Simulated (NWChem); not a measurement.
# C2H4Cl2Si; SMILES Cl[SiH2]C(=C)Cl

```xyz
9

C     -1.4775    -1.6186    -0.6906
C     -0.4803    -0.9551    -0.0981
Cl     1.0986    -1.6741     0.0645
Si    -0.6479     0.7639     0.6298
Cl     0.5861     2.0809    -0.3764
H     -2.4606    -1.1498    -0.7904
H     -1.3487    -2.6296    -1.0885
H     -2.0607     1.2044     0.4672
H     -0.2382     0.7540     2.0590
```
Atoms are numbered in this order, from 1.

Structure relaxed at the PBE0/def2-SVP level.

### Question
Give the principal values of the shielding tensors (ppm) of C1, C2, Cl3, Si4, Cl5 from B3LYP/6-31G* (spherical d), GIAO (NWChem), with their diamagnetic and paramagnetic parts as GIAO splits them.

### Answer
| atom | σ11 | σ22 | σ33 | isotropic | diamagnetic | paramagnetic |
|---|---|---|---|---|---|---|
| C1 | -44.3 | 81.2 | 153.1 | 63.3 | 258.2 | -194.9 |
| C2 | -42.5 | 63.2 | 132.2 | 51.0 | 256.9 | -205.9 |
| Cl3 | 484.7 | 703.4 | 980.7 | 722.9 | 1146.0 | -423.1 |
| Si4 | 387.4 | 409.0 | 424.2 | 406.9 | 882.3 | -475.4 |
| Cl5 | 922.0 | 1014.6 | 1033.8 | 990.2 | 1147.9 | -157.7 |
